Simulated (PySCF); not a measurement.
**Polarisability and C₆ of Rh (rhodium, neutral)**

[Kr] 4d8 5s1, high-spin 4F determinant. Computed with PySCF 2.14 in aug-cc-pVTZ-DK, with scalar relativity by spin-free X2C-1e. Coupled (time-dependent) response in atomic units; α is the mean over directions.

```tsv
method	mean α (bohr³)	C₆ (like pair)	S(−4)
UHF	89.19	804.9	7167
PBE	53.52	463.0	1908
```

S(−4) is the Cauchy moment in α(ω) = α(0) + S(−4) ω² + …

Reference α: 66 ± 10 bohr³ (recommended; Schwerdtfeger and Nagle, table of static dipole polarizabilities (2023 update)). Published C₆: 708.0 (Gould and Bucko (2016)).

Spin-orbit coupling is absent.

Hartree-Fock lies above the reference because it lacks correlation, which contracts the outer shell.

α(iu) at UHF:

```csv
u (hartree),α(iu) (bohr³)
0,89.19
0.0500,74.71
0.100,52.25
0.200,27.88
0.300,18.34
0.500,10.92
0.750,7.274
1.00,5.362
1.50,3.330
2.00,2.282
3.00,1.261
5.00,0.5447
```
